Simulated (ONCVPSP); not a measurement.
**Potentials for Co compared**

Generated with ld1.x 7.5 (TM, RRKJ, ultrasoft, PAW), atompaw 4.2 or ONCVPSP 4.0.1. The cutoff is in Ry: for ld1.x and atompaw files where the sum of valence levels is converged to 10 mRy in a Bessel basis, for ONCV files where the hardest occupied wave has 1 mHa per electron of residual kinetic energy. The error is the largest all-electron minus pseudo excitation energy over each file’s own four to seven test configurations (ionisations up to +4, promotions, holes and added fractions of an electron), all of which were solved. The labels leave out finer settings (local radius, basis sizes, second energies), which also bear on the numbers. Spin-polarised tests are not counted. The rows are a selection from randomly drawn settings: files with unsolved tests, undetermined cutoffs or missed reference levels are left out.

A true bound ghost makes a file unfit for plane-wave use even where its test errors are small: the radial tests pick states by their node count and pass the ghost by.

| potential | cutoff (Ry) | largest error (meV) | bound ghosts |
| --- | --- | --- | --- |
| ONCV, PBE, scalar-relativistic, rc 1.00/1.05/1.40 (spd), local smoothed, core correction no, reference 3s2 3p6 3d7.5 4s1.5, qcut 13.2/10.4/9.1, projectors 2/2/2 | 135 | +107 | none |
| ONCV, PW91, scalar-relativistic, rc 1.50/0.90/1.75 (spd), local smoothed, core correction no, reference 3s2 3p6 3d7 4s2, qcut 7.8/10.5/10.5, projectors 3/2/1 | 81 | +255 | none |
| ONCV, LDA (Perdew-Wang 92), scalar-relativistic, rc 1.05/1.20/1.05 (spd), local d, core correction yes, reference 3s2 3p6 3d7 4s2, qcut 12.8/9.3/14, projectors 2/3/0 | 160 | -18 | s |
| ONCV, PBEsol, scalar-relativistic, rc 1.05/0.80/1.00 (spd), local smoothed, core correction yes, reference 3s2 3p6 3d7 4s2, qcut 14.4/10.8/12.7, projectors 2/2/1 | 149 | -6.7 | none |
| ONCV, BLYP, scalar-relativistic, rc 1.20/1.10/1.45 (spd), local smoothed, core correction no, reference 3s2 3p6 3d7 4s2, qcut 9.3/10.3/11.2, projectors 2/2/2 | 97 | +15 | none |

Fill in the row for Co: ONCV, LDA (Perdew-Wang 92), scalar-relativistic, rc 1.35/1.10/1.45 (spd), local smoothed, core correction yes, reference 3s2 3p6 3d7 4s1.5 4p0.5, qcut 6.8/15.2/10.4, projectors 2/2/1.

cutoff 90 Ry, largest error +2.2 meV, bound ghosts: none.

Fill in the row for Co: ONCV, LDA (Perdew-Zunger), scalar-relativistic, rc 1.05/1.05/1.25/1.15 (spdf), local smoothed, core correction yes, reference 3s2 3p6 3d7 4s2, qcut 11/13.4/10.8/8.6, projectors 2/2/2/1.

cutoff 117 Ry, largest error +14 meV, bound ghosts: none.

Fill in the row for Co: ONCV, LDA (Perdew-Wang 92), scalar-relativistic, rc 1.15/1.00/1.00 (spd), local d, core correction yes, reference 3s2 3p6 3d8 4s1, qcut 9/14.6/12.4, projectors 2/2/0.

cutoff 146 Ry, largest error -7.6 meV, bound ghosts: s.
